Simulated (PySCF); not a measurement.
F5V, charge -1, doublet, at a GFN2-xTB geometry (such geometries of metal compounds can be far from the true shape) (the multiplicity is a formal guess); DF-B3LYP/def2-TZVP (PySCF).

Here is a job for PySCF.
```python
from pyscf import gto, scf, dft

mol = gto.Mole()
mol.atom = '''
    V    -0.044001    0.016631    0.057167
    F     1.150695   -0.707214    1.225068
    F    -1.273355    0.753575   -1.065708
    F     0.308927    1.530622    0.649151
    F     1.021446   -0.386073   -1.327064
    F    -1.095265   -1.233412    0.372460
'''
mol.basis = 'def2-tzvp'
mol.charge = -1
mol.spin = 1
mol.verbose = 4
mol.build()

mf = dft.UKS(mol)
mf.xc = 'b3lyp'
mf = mf.density_fit(auxbasis='def2-universal-jkfit')
mf.kernel()
mf.analyze()
```

Q: Write the output that PySCF gives for this input, abridged.

A: 
```
PySCF version 2.14.0

[INPUT] verbose = 4
[INPUT] num. atoms = 6
[INPUT] num. electrons = 69
[INPUT] charge = -1
[INPUT] spin (= nelec alpha-beta = 2S) = 1
[INPUT] symmetry False subgroup None
[INPUT] Mole.unit = angstrom
[INPUT] Symbol           X                Y                Z      unit          X                Y                Z       unit  Magmom
[...]
nuclear repulsion = 471.817852579099
number of shells = 70
number of NR pGTOs = 322
number of NR cGTOs = 200
basis = def2-tzvp
ecp = {}

******** <class 'pyscf.df.df_jk.DFUKS'> ********
method = DFUKS
initial guess = minao
damping factor = 0
level_shift factor = 0
DIIS = <class 'pyscf.scf.diis.CDIIS'>
diis_start_cycle = 1
diis_space = 8
diis_damp = 0
SCF conv_tol = 1e-09
SCF conv_tol_grad = None
SCF max_cycles = 50
direct_scf = False
number electrons alpha = 35  beta = 34
XC library pyscf.dft.libxc version 7.1.2
    S. Lehtola, C. Steigemann, M. J. T. Oliveira, and M. A. L. Marques,  SoftwareX 7, 1–5 (2018)
XC functionals = b3lyp
    P. J. Stephens, F. J. Devlin, C. F. Chabalowski, and M. J. Frisch,  J. Phys. Chem. 98, 11623 (1994)
radial grids:
    Treutler-Ahlrichs [JCP 102, 346 (1995); DOI:10.1063/1.469408] (M4) radial grids

becke partition: Becke, JCP 88, 2547 (1988); DOI:10.1063/1.454033
pruning grids: <function nwchem_prune>
grids dens level: 3
symmetrized grids: False
atomic radii adjust function: <function treutler_atomic_radii_adjust>
small_rho_cutoff = 0
Set gradient conv threshold to 3.16228e-05
tot grids = 92216
******** <class 'pyscf.df.df.DF'> ********
auxbasis = def2-universal-jkfit
init E= -1443.50143732179

cycle= 1 E= -1443.47521662919  delta_E= 0.0262  |g|= 1.03  |ddm|= 1.62
cycle= 2 E= -1437.51775568699  delta_E= 5.96  |g|= 5.04  |ddm|= 1.81
cycle= 3 E= -1443.66796323539  delta_E= -6.15  |g|= 0.686  |ddm|= 1.49
cycle= 4 E= -1443.78547702085  delta_E= -0.118  |g|= 0.209  |ddm|= 0.394
cycle= 5 E= -1443.79777717386  delta_E= -0.0123  |g|= 0.0677  |ddm|= 0.0908
cycle= 6 E= -1443.79906532675  delta_E= -0.00129  |g|= 0.0157  |ddm|= 0.0324
cycle= 7 E= -1443.79915063453  delta_E= -8.53e-05  |g|= 0.0024  |ddm|= 0.00899
cycle= 8 E= -1443.79915198495  delta_E= -1.35e-06  |g|= 0.00184  |ddm|= 0.00179
cycle= 9 E= -1443.79915311843  delta_E= -1.13e-06  |g|= 0.000377  |ddm|= 0.000955
cycle= 10 E= -1443.79915321182  delta_E= -9.34e-08  |g|= 0.000153  |ddm|= 0.00037
cycle= 11 E= -1443.79915322721  delta_E= -1.54e-08  |g|= 2.9e-05  |ddm|= 0.000156
cycle= 12 E= -1443.79915322868  delta_E= -1.47e-09  |g|= 1.42e-05  |ddm|= 6.42e-05
cycle= 13 E= -1443.79915322953  delta_E= -8.42e-10  |g|= 1.03e-05  |ddm|= 5.18e-05
Extra cycle  E= -1443.79915323017  delta_E= -6.41e-10  |g|= 1.15e-05  |ddm|= 4.74e-05
converged SCF energy = -1443.79915323017  <S^2> = 0.75293684  2S+1 = 2.0029347
**** SCF Summaries ****
Total Energy =                       -1443.799153230167576
Nuclear Repulsion Energy =             471.817852579099053
One-electron Energy =                -2948.876519795001514
Two-electron Energy =                 1033.259513985734884
Two-electron Coulomb Energy =         1131.288411878170109
DFT Exchange-Correlation Energy =      -98.028897892435239
**** MO energy ****
                             alpha | beta                alpha | beta
[...]
To work with the spin densities directly, `use mulliken_meta_spin()` only printing them here.

 ** Mulliken spin pop alpha/beta on meta-lowdin orthogonal AOs **
 ** Mulliken Spin Density (per AO)  **
spin_pop of  0 V 1s        0.00000
spin_pop of  0 V 2s       -0.00000
spin_pop of  0 V 3s        0.00012
spin_pop of  0 V 4s        0.00098
spin_pop of  0 V 5s        0.00031
spin_pop of  0 V 6s        0.00011
spin_pop of  0 V 2px      -0.00000
spin_pop of  0 V 2py      -0.00000
spin_pop of  0 V 2pz      -0.00000
spin_pop of  0 V 3px      -0.00005
spin_pop of  0 V 3py      -0.00001
spin_pop of  0 V 3pz      -0.00006
spin_pop of  0 V 4px      -0.00004
spin_pop of  0 V 4py       0.00000
spin_pop of  0 V 4pz      -0.00008
spin_pop of  0 V 5px       0.00024
spin_pop of  0 V 5py       0.00012
spin_pop of  0 V 5pz       0.00026
spin_pop of  0 V 3dxy      0.14340
spin_pop of  0 V 3dyz      0.04134
spin_pop of  0 V 3dz^2     0.59821
spin_pop of  0 V 3dxz      0.02977
spin_pop of  0 V 3dx2-y2    0.09558
spin_pop of  0 V 4dxy      0.00248
spin_pop of  0 V 4dyz      0.00054
spin_pop of  0 V 4dz^2     0.01075
spin_pop of  0 V 4dxz      0.00046
spin_pop of  0 V 4dx2-y2    0.00151
spin_pop of  0 V 5dxy      0.00006
spin_pop of  0 V 5dyz      0.00001
spin_pop of  0 V 5dz^2     0.00032
spin_pop of  0 V 5dxz     -0.00002
spin_pop of  0 V 5dx2-y2    0.00004
spin_pop of  0 V 6dxy      0.00015
spin_pop of  0 V 6dyz      0.00003
spin_pop of  0 V 6dz^2     0.00073
spin_pop of  0 V 6dxz      0.00002
spin_pop of  0 V 6dx2-y2    0.00010
spin_pop of  0 V 4f-3     -0.00002
spin_pop of  0 V 4f-2      0.00001
spin_pop of  0 V 4f-1     -0.00000
spin_pop of  0 V 4f+0     -0.00000
spin_pop of  0 V 4f+1      0.00000
spin_pop of  0 V 4f+2      0.00001
spin_pop of  0 V 4f+3      0.00000
spin_pop of  1 F 1s       -0.00000
spin_pop of  1 F 2s        0.00034
spin_pop of  1 F 3s        0.00005
spin_pop of  1 F 4s       -0.00001
spin_pop of  1 F 5s        0.00000
spin_pop of  1 F 2px       0.01469
spin_pop of  1 F 2py      -0.00173
spin_pop of  1 F 2pz       0.02135
spin_pop of  1 F 3px       0.00107
spin_pop of  1 F 3py       0.00014
spin_pop of  1 F 3pz       0.00167
spin_pop of  1 F 4px      -0.00000
spin_pop of  1 F 4py      -0.00000
spin_pop of  1 F 4pz       0.00000
spin_pop of  1 F 3dxy     -0.00001
spin_pop of  1 F 3dyz     -0.00000
spin_pop of  1 F 3dz^2    -0.00004
spin_pop of  1 F 3dxz     -0.00000
spin_pop of  1 F 3dx2-y2   -0.00001
spin_pop of  1 F 4dxy      0.00000
spin_pop of  1 F 4dyz      0.00000
spin_pop of  1 F 4dz^2     0.00000
spin_pop of  1 F 4dxz      0.00000
spin_pop of  1 F 4dx2-y2   -0.00000
spin_pop of  1 F 4f-3      0.00000
spin_pop of  1 F 4f-2     -0.00000
spin_pop of  1 F 4f-1     -0.00000
spin_pop of  1 F 4f+0     -0.00000
spin_pop of  1 F 4f+1     -0.00000
spin_pop of  1 F 4f+2     -0.00000
spin_pop of  1 F 4f+3      0.00000
spin_pop of  2 F 1s       -0.00000
spin_pop of  2 F 2s        0.00034
spin_pop of  2 F 3s        0.00005
spin_pop of  2 F 4s       -0.00001
spin_pop of  2 F 5s        0.00000
spin_pop of  2 F 2px       0.01005
spin_pop of  2 F 2py      -0.00279
spin_pop of  2 F 2pz       0.02705
spin_pop of  2 F 3px       0.00098
spin_pop of  2 F 3py       0.00012
spin_pop of  2 F 3pz       0.00177
spin_pop of  2 F 4px       0.00000
spin_pop of  2 F 4py       0.00000
spin_pop of  2 F 4pz      -0.00000
spin_pop of  2 F 3dxy     -0.00001
spin_pop of  2 F 3dyz     -0.00000
spin_pop of  2 F 3dz^2    -0.00005
spin_pop of  2 F 3dxz     -0.00000
spin_pop of  2 F 3dx2-y2   -0.00001
spin_pop of  2 F 4dxy      0.00000
spin_pop of  2 F 4dyz      0.00000
spin_pop of  2 F 4dz^2     0.00000
spin_pop of  2 F 4dxz      0.00000
spin_pop of  2 F 4dx2-y2    0.00000
spin_pop of  2 F 4f-3      0.00000
spin_pop of  2 F 4f-2     -0.00000
spin_pop of  2 F 4f-1     -0.00000
spin_pop of  2 F 4f+0     -0.00000
spin_pop of  2 F 4f+1     -0.00000
spin_pop of  2 F 4f+2     -0.00000
spin_pop of  2 F 4f+3      0.00000
spin_pop of  3 F 1s        0.00000
spin_pop of  3 F 2s        0.00006
spin_pop of  3 F 3s        0.00011
spin_pop of  3 F 4s       -0.00000
spin_pop of  3 F 5s        0.00000
spin_pop of  3 F 2px      -0.00269
spin_pop of  3 F 2py      -0.01050
spin_pop of  3 F 2pz      -0.00281
spin_pop of  3 F 3px       0.00030
spin_pop of  3 F 3py       0.00015
spin_pop of  3 F 3pz       0.00028
spin_pop of  3 F 4px      -0.00000
spin_pop of  3 F 4py      -0.00000
spin_pop of  3 F 4pz      -0.00000
spin_pop of  3 F 3dxy     -0.00000
spin_pop of  3 F 3dyz     -0.00001
spin_pop of  3 F 3dz^2     0.00000
spin_pop of  3 F 3dxz     -0.00000
spin_pop of  3 F 3dx2-y2   -0.00001
spin_pop of  3 F 4dxy      0.00000
spin_pop of  3 F 4dyz      0.00000
spin_pop of  3 F 4dz^2     0.00000
spin_pop of  3 F 4dxz      0.00000
spin_pop of  3 F 4dx2-y2    0.00000
spin_pop of  3 F 4f-3     -0.00000
spin_pop of  3 F 4f-2     -0.00000
spin_pop of  3 F 4f-1     -0.00000
spin_pop of  3 F 4f+0     -0.00000
spin_pop of  3 F 4f+1     -0.00000
spin_pop of  3 F 4f+2     -0.00000
spin_pop of  3 F 4f+3     -0.00000
spin_pop of  4 F 1s       -0.00000
spin_pop of  4 F 2s        0.00035
spin_pop of  4 F 3s        0.00004
spin_pop of  4 F 4s       -0.00002
spin_pop of  4 F 5s       -0.00000
spin_pop of  4 F 2px       0.01265
spin_pop of  4 F 2py       0.00212
spin_pop of  4 F 2pz       0.00956
spin_pop of  4 F 3px       0.00146
spin_pop of  4 F 3py       0.00054
spin_pop of  4 F 3pz       0.00132
spin_pop of  4 F 4px      -0.00000
spin_pop of  4 F 4py      -0.00000
spin_pop of  4 F 4pz      -0.00000
spin_pop of  4 F 3dxy     -0.00001
spin_pop of  4 F 3dyz     -0.00001
spin_pop of  4 F 3dz^2    -0.00004
spin_pop of  4 F 3dxz     -0.00000
spin_pop of  4 F 3dx2-y2   -0.00001
spin_pop of  4 F 4dxy      0.00000
spin_pop of  4 F 4dyz      0.00000
spin_pop of  4 F 4dz^2     0.00000
spin_pop of  4 F 4dxz      0.00000
spin_pop of  4 F 4dx2-y2    0.00000
spin_pop of  4 F 4f-3      0.00000
spin_pop of  4 F 4f-2     -0.00000
spin_pop of  4 F 4f-1     -0.00000
spin_pop of  4 F 4f+0     -0.00000
spin_pop of  4 F 4f+1     -0.00000
spin_pop of  4 F 4f+2     -0.00000
spin_pop of  4 F 4f+3      0.00000
spin_pop of  5 F 1s        0.00000
spin_pop of  5 F 2s        0.00006
spin_pop of  5 F 3s        0.00011
spin_pop of  5 F 4s       -0.00000
spin_pop of  5 F 5s        0.00000
spin_pop of  5 F 2px      -0.00455
spin_pop of  5 F 2py      -0.00915
spin_pop of  5 F 2pz      -0.00236
spin_pop of  5 F 3px       0.00029
spin_pop of  5 F 3py       0.00016
spin_pop of  5 F 3pz       0.00028
spin_pop of  5 F 4px      -0.00000
spin_pop of  5 F 4py      -0.00000
spin_pop of  5 F 4pz      -0.00000
spin_pop of  5 F 3dxy      0.00000
spin_pop of  5 F 3dyz     -0.00000
spin_pop of  5 F 3dz^2     0.00000
spin_pop of  5 F 3dxz     -0.00000
spin_pop of  5 F 3dx2-y2   -0.00001
spin_pop of  5 F 4dxy      0.00000
spin_pop of  5 F 4dyz      0.00000
spin_pop of  5 F 4dz^2     0.00000
spin_pop of  5 F 4dxz      0.00000
spin_pop of  5 F 4dx2-y2    0.00000
spin_pop of  5 F 4f-3     -0.00000
spin_pop of  5 F 4f-2     -0.00000
spin_pop of  5 F 4f-1     -0.00000
spin_pop of  5 F 4f+0     -0.00000
spin_pop of  5 F 4f+1     -0.00000
spin_pop of  5 F 4f+2     -0.00000
spin_pop of  5 F 4f+3     -0.00000
 ** Mulliken Spin Density (per atom)  **
spin density of  0 V =      0.92736
spin density of  1 F =      0.03750
spin density of  2 F =      0.03749
spin density of  3 F =     -0.01511
spin density of  4 F =      0.02794
spin density of  5 F =     -0.01518
 ** Mulliken pop alpha/beta on meta-lowdin orthogonal AOs **
 ** Mulliken pop       alpha | beta **
In total            35.00000 | 34.00000
 ** Mulliken atomic charges   ( Nelec_alpha | Nelec_beta ) **
charge of  0V =      1.66130  (    11.13303     10.20567 )
charge of  1F =     -0.61163  (     4.82457      4.78707 )
charge of  2F =     -0.61163  (     4.82456      4.78707 )
charge of  3F =     -0.44705  (     4.71597      4.73108 )
charge of  4F =     -0.54397  (     4.78596      4.75802 )
charge of  5F =     -0.44702  (     4.71592      4.73110 )

WARN: System has nonzero charge -1; the dipole moment is origin-dependent.
Location of origin: [0. 0. 0.]

Dipole moment(X, Y, Z, Debye): -0.82145,  0.31023,  1.06747
```
